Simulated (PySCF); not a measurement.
A geometry optimisation on `[Cl][SnH3]`.

Method: PBE0-D3(BJ)/def2-SVP geometry optimisation, gas phase, def2 core potentials past Kr (PySCF 2.14.0). Start geometry: GFN2-xTB. A driver script takes a list of jobs; this job's settings line and coordinates (Å) are shown.

Input:
```
{"job": {"xc": "PBE0", "basis": "def2-SVP", "d3": "d3bj", "grid": 1, "maxiter": 30, "shake": 0.01, "kind": "geom"}, "charge": 0, "multiplicity": 1}
Cl     2.155130     0.112370    -0.070410
Sn    -0.145860    -0.012810    -0.000930
H     -0.794780     1.484400    -0.412280
H     -0.551960    -0.436280     1.552880
H     -0.628960    -1.181650    -1.107150
```

Output:
```
step   0  E = -676.01666655  max force = 0.015779
step   1  E = -676.01764103  max force = 0.009642
step   2  E = -676.01865725  max force = 0.002046
step   3  E = -676.01870820  max force = 0.000224
step   4  E = -676.01870849  max force = 0.000081
optimisation converged
```

Energies in Eh; «max force» is the largest Cartesian gradient component in Eh/bohr.

Problem. Give the first gradient maximum in eV/Å.

Solution. With 1 Eh/bohr = 51.422 eV/Å, 0.811 eV/Å.

Problem. How much energy does the optimisation release, in eV?

Solution. E(step 0) − E(last step) = 0.002042 Eh, which is 0.056 eV.

In short: final energy -676.01871 Eh after 4 steps; dipole 2.57 D.

Problem. Give the final coordinates.

Solution. 0.045 Å rms from the input after alignment:
```
atom  x, y, z in Å
Cl1    2.4678    0.4954   -0.1430
Sn2    0.1163    0.3487   -0.0291
H3    -0.4754    1.8957   -0.4436
H4    -0.2615   -0.0867    1.5786
H5    -0.3419   -0.8512   -1.1541
```

Time: 7.2 s wall; peak memory 0.29 GiB. Hardware: one thread, Arm Neoverse V1 (aarch64) (shared host).
Labels such as C1 count atoms from 1, the log's own numbers from 0.
